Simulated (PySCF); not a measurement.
Mayer bond orders and bond lengths

Species: C5H7ClO2S.
Atom-mapped SMILES: `[O:1]=[S:2](=[O:3])([Cl:4])[C:5]1=[CH:6][CH2:7][CH2:8][CH2:9]1` (hydrogens: H10 on C6; H11, H12 on C7; H13, H14 on C8; H15, H16 on C9)

Cartesian coordinates in Å at the GFN2-xTB level; atoms count from 1:
```xyz
16
C5H7ClO2S angstrom
O      2.853    0.947   -1.209
S      2.364    0.131   -0.146
O      2.898    0.290    1.167
Cl     2.715   -1.815   -0.683
C      0.608    0.122   -0.111
C     -0.167    0.660   -1.034
C     -1.611    0.426   -0.712
C     -1.587   -0.151    0.720
C     -0.124   -0.567    0.986
H      0.170    1.181   -1.911
H     -2.196    1.343   -0.781
H     -2.029   -0.284   -1.430
H     -1.885    0.618    1.431
H     -2.270   -0.990    0.827
H      0.235   -0.254    1.965
H      0.018   -1.648    0.909
```

Bond orders from the PBE0/pcSseg-1 density (PySCF). Geometry: GFN2-xTB, one conformer, isolated molecule.

Task: How far do the computed orders between heavy atoms stray from the drawn ones?

Result: The largest departure is 0.217, at C5–C6 (drawn double, 1.783) and S2–O3 (drawn double, 1.784). Drawn single, order below 0.88: S2–Cl4 (0.864).

Task: Give the Mayer order of every bond, beside its length.

Result: 
```json
{"bond": "O1–S2", "drawn as": "double", "length (Å)": "1.426", "Mayer order": "1.789"}
{"bond": "S2–O3", "drawn as": "double", "length (Å)": "1.427", "Mayer order": "1.784"}
{"bond": "S2–Cl4", "drawn as": "single", "length (Å)": "2.048", "Mayer order": "0.864"}
{"bond": "S2–C5", "drawn as": "single", "length (Å)": "1.757", "Mayer order": "0.887"}
{"bond": "C5–C6", "drawn as": "double", "length (Å)": "1.320", "Mayer order": "1.783"}
{"bond": "C6–C7", "drawn as": "single", "length (Å)": "1.497", "Mayer order": "1.028"}
{"bond": "C7–C8", "drawn as": "single", "length (Å)": "1.545", "Mayer order": "1.035"}
{"bond": "C8–C9", "drawn as": "single", "length (Å)": "1.544", "Mayer order": "1.011"}
{"bond": "C9–C5", "drawn as": "single", "length (Å)": "1.488", "Mayer order": "0.976"}
{"bond": "C6–H10", "drawn as": "single", "length (Å)": "1.075", "Mayer order": "0.981"}
{"bond": "C7–H11", "drawn as": "single", "length (Å)": "1.090", "Mayer order": "0.941"}
{"bond": "C7–H12", "drawn as": "single", "length (Å)": "1.093", "Mayer order": "0.927"}
{"bond": "C8–H13", "drawn as": "single", "length (Å)": "1.089", "Mayer order": "0.954"}
{"bond": "C8–H14", "drawn as": "single", "length (Å)": "1.087", "Mayer order": "0.957"}
{"bond": "C9–H15", "drawn as": "single", "length (Å)": "1.090", "Mayer order": "0.941"}
{"bond": "C9–H16", "drawn as": "single", "length (Å)": "1.093", "Mayer order": "0.931"}
```

Bonds between the same two heavy elements. O–S: all 2 within 0.02 of one another (1.784 to 1.789). C–C: lowest C9–C5 (0.976, 1.488 Å), highest C5–C6 (1.783, 1.320 Å); in 3 of the 10 pairs the longer bond (by over 0.003 Å) has the higher order (by 0.02 or more).

Task: Sum the orders of all bonds at each heavy atom with more than one neighbour and set the sums beside the valence in the SMILES.

Result: S2 5.324 (drawn 6), C5 3.646 (drawn 4), C6 3.792 (drawn 4), C7 3.931 (drawn 4), C8 3.957 (drawn 4), C9 3.859 (drawn 4). Orders between atoms that aren't bonded are not in these sums.

For a closed shell the Mayer order of atoms A and B is Σ (PS)μν (PS)νμ over the basis functions μ on A and ν on B, with P the density and S the overlap matrix.
